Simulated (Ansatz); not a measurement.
Cost and result up the ladder for HgCl₂ (3 atoms). The state is a singlet with charge 0. Geometry: B3LYP-D4/def2-TZVP.

```xyz
3

Hg   -0.0012   -0.0015   -0.0002
Cl    0.1638    0.2357   -2.2656
Cl   -0.1625   -0.2342    2.2658
```

Ansatz on 2 threads of Intel Xeon Platinum 8488C on a shared host. Times are rough, and most runs start from the orbitals of an earlier one. ωB97M-V/def2-TZVP serves as the yardstick here, not as an exact answer. Differences are given only for rows in sets of like size (and for xTB, whose basis is part of the method), since another set adds its own error. Binding counts from free atoms at the same level (Hg singlet, Cl doublet; other spins of the atoms weren't run), without zero-point energy or a counterpoise term.

In the def2 sets Hg takes a core potential; there is no spin–orbit coupling. LC-ωPBE has ω = 0.4 bohr⁻¹. B3LYP takes the VWN-RPA correlation. HSE06 is defined as in plane-wave codes, on full-range PBE exchange. Correlated methods freeze 10 core orbitals; core or outer-core shells of Hg are correlated, in sets that lack core-valence functions.

Correlated methods converge slowly with the basis (MP2 moves by 0.09 eV from def2-TZVP to def2-QZVPP here).

| level | functions | wall time |
| --- | --- | --- |
| PBE-D4/def2-SVP | 68 | 0.6 s |
| LDA (SPW92)/def2-TZVP | 117 | 1.1 s |
| MP2/def2-TZVP | 117 | 1.1 s |
| LC-ωPBE/def2-TZVP | 117 | 1.2 s |
| HSE06-D4/def2-TZVP | 117 | 1.3 s |
| B3LYP-D4/def2-TZVP | 117 | 1.4 s |
| CAM-B3LYP-D4/def2-TZVP | 117 | 1.7 s |
| PBE-D4/def2-TZVP (with forces) | 117 | 2 s |
| B2PLYP/def2-TZVP | 117 | 2.2 s |
| r2SCAN-D4/def2-TZVP (with forces) | 117 | 2.2 s |
| PBE0-D4/def2-TZVP | 117 | 2.5 s |
| ωB97X-V/def2-TZVP | 117 | 3.2 s |
| ωB97M-V/def2-TZVP | 117 | 3.4 s |
| MP2/def2-QZVPP | 228 | 4.6 s |

Problem. Estimate what each level gives for the binding energy per atom (eV).

Solution. 
```csv
level,binding energy per atom (eV),difference from ωB97M-V/def2-TZVP (eV)
PBE-D4/def2-SVP,1.52,–
LDA (SPW92)/def2-TZVP,1.95,0.33
MP2/def2-TZVP,1.49,-0.14
LC-ωPBE/def2-TZVP,1.61,-0.01
HSE06-D4/def2-TZVP,1.58,-0.05
B3LYP-D4/def2-TZVP,1.45,-0.18
CAM-B3LYP-D4/def2-TZVP,1.51,-0.12
PBE-D4/def2-TZVP (with forces),1.60,-0.02
B2PLYP/def2-TZVP,1.44,-0.18
r2SCAN-D4/def2-TZVP (with forces),1.60,-0.02
PBE0-D4/def2-TZVP,1.57,-0.05
ωB97X-V/def2-TZVP,1.62,-0.01
ωB97M-V/def2-TZVP,1.62,0.00
MP2/def2-QZVPP,1.57,–
```
